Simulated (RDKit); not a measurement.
A run for RDKit: UFF on C4H6 (a complex).

```python
from rdkit import Chem
from rdkit.Chem import AllChem, rdDetermineBonds

blocks = [
'''6

C    -0.71717062   -0.18805944   -0.11772165
C     0.60375130   -0.08714728   -0.16158832
H    -1.35697086    0.68496608   -0.16386094
H    -1.21262086   -1.14800056   -0.03566347
H     1.24347342   -0.96032934   -0.11735052
H     1.09921932    0.87263348   -0.24540034
''',
'''4

C     0.06424414    0.15661809    3.61564394
C     0.10674016    0.25540482    4.80830679
H     0.02656778    0.06915859    2.55454487
H     0.14461048    0.34274432    5.86659106
''',
]
mol = None
for b in blocks:
    f = Chem.MolFromXYZBlock(b)
    rdDetermineBonds.DetermineBonds(f, charge=0)
    mol = f if mol is None else Chem.CombineMols(mol, f)
Chem.SanitizeMol(mol)
print(Chem.MolToSmiles(Chem.RemoveHs(mol)))
ff = AllChem.UFFGetMoleculeForceField(mol, vdwThresh=100.0, ignoreInterfragInteractions=False)
e = ff.CalcEnergy()
print(f'UFF energy {e:.6f} kcal/mol')
```

It printed:

```
C#C.C=C
UFF energy 0.300896 kcal/mol
```

The run finished.

Cost: around 0.03 core-seconds (rough).
